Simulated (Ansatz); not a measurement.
One change: `C#[C][Ge]([F])([F])[F]` becomes `N#[C][Ge]([F])([F])[F]`.

Ansatz, PBE0-D4/def2-TZVP geometries, multiplicity 1. 

Scalar relativity is left out up to krypton.

```json
{"property": "LUMO energy (ωB97M-V/def2-TZVPP) / eV", "`C#[C][Ge]([F])([F])[F]`": "1.00"}
{"property": "LUMO energy (PBE0/def2-TZVPP) / eV", "`C#[C][Ge]([F])([F])[F]`": "-1.13"}
{"property": "HOMO–LUMO gap (B3LYP/def2-TZVPP) / eV", "`C#[C][Ge]([F])([F])[F]`": "8.01"}
{"property": "zero-point energy (PBE0-D4/def2-TZVP) / kJ/mol", "`C#[C][Ge]([F])([F])[F]`": "69.5"}
{"property": "HOMO energy (PBE/def2-TZVPP) / eV", "`C#[C][Ge]([F])([F])[F]`": "-8.33"}
{"property": "HOMO–LUMO gap (PBE/def2-TZVPP) / eV", "`C#[C][Ge]([F])([F])[F]`": "6.27"}
```

Question: Give the same properties after the change, and the shifts. (An estimate is asked.)

Answer: The calculation gave: 
| property | `N#[C][Ge]([F])([F])[F]` | shift |
| --- | --- | --- |
| LUMO energy (ωB97M-V/def2-TZVPP) / eV | 0.51 | -0.49 |
| LUMO energy (PBE0/def2-TZVPP) / eV | -1.70 | -0.57 |
| HOMO–LUMO gap (B3LYP/def2-TZVPP) / eV | 9.08 | 1.07 |
| zero-point energy (PBE0-D4/def2-TZVP) / kJ/mol | 41.0 | -28.5 |
| HOMO energy (PBE/def2-TZVPP) / eV | -9.66 | -1.33 |
| HOMO–LUMO gap (PBE/def2-TZVPP) / eV | 6.98 | 0.71 |

With PBE0 the HOMO falls by 1.68 eV and the LUMO falls by 0.57 eV, so the gap widens by about 1.11 eV. PBE moves the HOMO by -1.33 eV and ωB97M-V by -1.74 eV. The zero-point energy changes by -28.5 kJ/mol with -3 modes.

B3LYP here is the variant with VWN-RPA as its local correlation; programs differ in this.
